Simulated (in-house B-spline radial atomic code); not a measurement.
Radial electron density of neutral caesium, [Ar] 3d10 4s2 4p5 4d10 5s2 5p6 6s1 6d1. Computed with a B-spline radial code for spherical atoms: Dirac-Hartree-Fock, average of configuration, Fermi nucleus of rms radius 4.8041 fm, inside a hard spherical wall at 3.22 bohr.

Columns: r (bohr), 4πr²n(r) (electrons per bohr), bar.

```
0.000956      2.1 #
 0.00116    2.928 #
 0.00141    4.073 ##
 0.00171    5.612 ###
 0.00207    7.656 ####
 0.00251    10.38 #####
 0.00305    13.98 #######
  0.0037    18.55 #########
 0.00449    24.24 ###########
 0.00545    31.11 ###############
 0.00661    39.02 ##################
 0.00802    47.67 ######################
 0.00974    56.46 ###########################
  0.0118    64.27 ##############################
  0.0143    70.09 #################################
  0.0174    72.89 ##################################
  0.0211     72.1 ##################################
  0.0256    68.57 ################################
  0.0311    64.62 ##############################
  0.0377    63.64 ##############################
  0.0457    68.24 ################################
  0.0555    78.25 #####################################
  0.0673    88.93 ##########################################
  0.0817    93.37 ############################################
  0.0991    87.47 #########################################
    0.12     75.4 ####################################
   0.146    67.41 ################################
   0.177    70.72 #################################
   0.215    78.57 #####################################
   0.261    75.84 ####################################
   0.316     57.6 ###########################
   0.384    35.91 #################
   0.466    26.83 #############
   0.565    29.26 ##############
   0.685    30.15 ##############
   0.832    23.42 ###########
    1.01    14.94 #######
    1.22    10.61 #####
    1.49    8.945 ####
     1.8     7.01 ###
    2.19    5.079 ##
    2.65    2.997 #
    3.19   0.0125
```

On this grid the curve has 4 maxima, near 0.0174, 0.0817, 0.215, 0.685 bohr.

The 6d3/2 radial function P(r) = rR(r), positive near the nucleus, with its small component Q(r) (sign convention: Q ≈ (P' + κP/r)/2c):

| r (bohr) | P | Q |
| --- | --- | --- |
| 0.00974 | 0.001469 | 0.002229 |
| 0.0143 | 0.004006 | 0.004289 |
| 0.0211 | 0.01082 | 0.00795 |
| 0.0311 | 0.02793 | 0.01376 |
| 0.0457 | 0.06671 | 0.02151 |
| 0.0673 | 0.1437 | 0.02916 |
| 0.0991 | 0.2632 | 0.03156 |
| 0.146 | 0.374 | 0.02274 |
| 0.215 | 0.3303 | 0.003237 |
| 0.316 | -0.007761 | -0.01435 |
| 0.466 | -0.4832 | -0.0148 |
| 0.685 | -0.4937 | 0.0004008 |
| 1.01 | 0.2806 | 0.01101 |
| 1.49 | 0.8235 | 0.002401 |
| 2.19 | -0.4318 | -0.008746 |
| 3.19 | -0.06899 | 0.008216 |
